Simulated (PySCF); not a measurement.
C4H4ClF3O.
SMILES with atom numbers: `[CH3:1][C@H:2]([F:3])[C:4]([F:5])([F:6])[C:7](=[O:8])[Cl:9]` (hydrogens: H10, H11, H12 on C1; H13 on C2)

The same species was optimised twice, with GFN2-xTB and with PBE0-D3(BJ)/def2-SVP (PySCF), and the same property calculations (PySCF, gas phase) were run on both structures.

```csv
coordinate,GFN2-xTB,PBE0-D3(BJ)/def2-SVP,change
C2–C4 (Å),1.548,1.524,-0.024
C4–F6 (Å),1.349,1.338,-0.011
C1–C2 (Å),1.517,1.505,-0.012
C4–F5 (Å),1.358,1.352,-0.006
C4–C7 (Å),1.542,1.546,+0.004
C2–F3 (Å),1.375,1.374,-0.001
F5–C4–F6 (°),105.7,108.1,+2.4
F5–C4–C7 (°),108.8,106.6,-2.2
F3–C2–C4 (°),107.8,106.3,-1.5
C2–C4–F6 (°),111.7,110.7,-1.0
C2–C4–F5 (°),108.3,109.1,+0.8
C2–C4–C7 (°),110.1,110.9,+0.8
F6–C4–C7 (°),112.0,111.2,-0.8
C1–C2–C4 (°),112.1,112.5,+0.4
C1–C2–C4–F5 (°),-72,-63,+9
C2–C4–C7–O8 (°),71,43,-28
```

Rotational constants: A = 1976, B = 1058, C = 984.1 MHz (GFN2-xTB) against A = 2211, B = 983.5, C = 928.0 MHz (PBE0-D3(BJ)/def2-SVP). Point groups within 0.08 Å: C1 and C1. End groups have turned between the structures, so O8, Cl9 are left out of the comparison.

On the GFN2-xTB structure: lowest singlet, TDDFT (eV) 4.84 [CAM-B3LYP/def2-SVPD]; lowest triplet, Tamm–Dancoff (eV) 4.31 [CAM-B3LYP/def2-SVPD]; isotropic polarisability (au) 67.0 [CAM-B3LYP/def2-SVPD]; HOMO (eV) -10.57 [CAM-B3LYP/def2-SVPD]; LUMO (eV) -0.93 [CAM-B3LYP/def2-SVPD]; dipole (D) 2.36 [CAM-B3LYP/def2-SVPD]; HOMO (eV) -9.05 [PBE0/pcSseg-1]; LUMO (eV) -1.95 [PBE0/pcSseg-1]; dipole (D) 2.37 [PBE0/pcSseg-1]; GIAO shielding of C1 (ppm) 171.3 [PBE0/pcSseg-1]; GIAO shielding of C2 (ppm) 91.9 [PBE0/pcSseg-1]; GIAO shielding of F3 (ppm) 392.8 [PBE0/pcSseg-1]; GIAO shielding of C4 (ppm) 66.6 [PBE0/pcSseg-1]; GIAO shielding of F5 (ppm) 299.6 [PBE0/pcSseg-1]; GIAO shielding of F6 (ppm) 310.1 [PBE0/pcSseg-1]; GIAO shielding of C7 (ppm) 4.1 [PBE0/pcSseg-1]; GIAO shielding of O8 (ppm) -271.8 [PBE0/pcSseg-1].

**Question.** What do these properties become on the PBE0-D3(BJ)/def2-SVP structure?

**Answer.** 
| property | level | on GFN2-xTB | on PBE0-D3(BJ)/def2-SVP | change |
| --- | --- | --- | --- | --- |
| lowest singlet, TDDFT (eV) | CAM-B3LYP/def2-SVPD | 4.84 | 4.85 | +0.01 |
| lowest triplet, Tamm–Dancoff (eV) | CAM-B3LYP/def2-SVPD | 4.31 | 4.32 | +0.01 |
| isotropic polarisability (au) | CAM-B3LYP/def2-SVPD | 67.0 | 67.5 | +0.5 |
| HOMO (eV) | CAM-B3LYP/def2-SVPD | -10.57 | -10.60 | -0.03 |
| LUMO (eV) | CAM-B3LYP/def2-SVPD | -0.93 | -0.95 | -0.02 |
| dipole (D) | CAM-B3LYP/def2-SVPD | 2.36 | 2.22 | -0.14 |
| energy, GFN2-xTB geometry as zero (kcal/mol) | CAM-B3LYP/def2-SVPD | 0.0 | -1.2 | -1.2 |
| HOMO (eV) | PBE0/pcSseg-1 | -9.05 | -9.09 | -0.04 |
| LUMO (eV) | PBE0/pcSseg-1 | -1.95 | -1.99 | -0.04 |
| dipole (D) | PBE0/pcSseg-1 | 2.37 | 2.27 | -0.10 |
| energy, GFN2-xTB geometry as zero (kcal/mol) | PBE0/pcSseg-1 | 0.0 | -1.1 | -1.1 |
| GIAO shielding of C1 (ppm) | PBE0/pcSseg-1 | 171.3 | 170.5 | -0.8 |
| GIAO shielding of C2 (ppm) | PBE0/pcSseg-1 | 91.9 | 96.3 | +4.4 |
| GIAO shielding of F3 (ppm) | PBE0/pcSseg-1 | 392.8 | 397.5 | +4.7 |
| GIAO shielding of C4 (ppm) | PBE0/pcSseg-1 | 66.6 | 70.1 | +3.5 |
| GIAO shielding of F5 (ppm) | PBE0/pcSseg-1 | 299.6 | 299.8 | +0.2 |
| GIAO shielding of F6 (ppm) | PBE0/pcSseg-1 | 310.1 | 316.7 | +6.6 |
| GIAO shielding of C7 (ppm) | PBE0/pcSseg-1 | 4.1 | 3.8 | -0.3 |
| GIAO shielding of O8 (ppm) | PBE0/pcSseg-1 | -271.8 | -268.3 | +3.5 |

The heavy atoms differ by 0.304 Å rms after alignment. Among the bonds compared C2–C4 changes most (-0.024 Å). Changes are differences of the printed values. Neither structure is proved a minimum here.

Shape of the structure used: `[CH3:1][C@H:2]([F:3])[C:4]([F:5])([F:6])[C:7](=[O:8])[Cl:9]`: C1–C2–C4–F5 -63°, C2–C4–C7–O8 43°.
